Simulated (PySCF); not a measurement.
B3LYP has the VWN-RPA correlation part, as in Gaussian. Delta-SCF ions had no search for a lower state. Excitations are Tamm–Dancoff values on a coarser integration grid. The basis has no diffuse functions, so Rydberg states are missing or too high.

## H$_{6}$GaN$_{3}$, SMILES `[Ga]([NH2])([NH2])[NH2]` (charge 0, multiplicity 1)

Method: B3LYP-D3(BJ)/def2-TZVP in PySCF.

HOMO: -6.50 eV
dipole moment: 0.66 D
HOMO–LUMO gap: 6.29 eV
LUMO: -0.21 eV
S1 excitation (TDA): 5.29 eV
S1 oscillator strength: 0.008
brightest of the four lowest singlets (TDA): 6.34 eV
T1 excitation (TDA): 4.87 eV
S1–T1 gap (TDA): 0.42 eV
vertical ionisation energy (Delta-SCF): 8.76 eV
total energy: -2092.9211 Ha
cost: roughly 4 core-minutes

```xyz
10

N     -1.1324    -1.4335    -0.1418
Ga     0.0052     0.0007    -0.0189
N      1.8195    -0.2670     0.0318
N     -0.6689     1.7087    -0.0429
H     -2.1153    -1.3156     0.0465
H     -0.8273    -2.3503     0.1443
H      2.1943    -1.1556     0.3238
H      2.4333     0.4821     0.3104
H     -1.6020     1.8703    -0.3887
H     -0.0676     2.4772    -0.2964
```
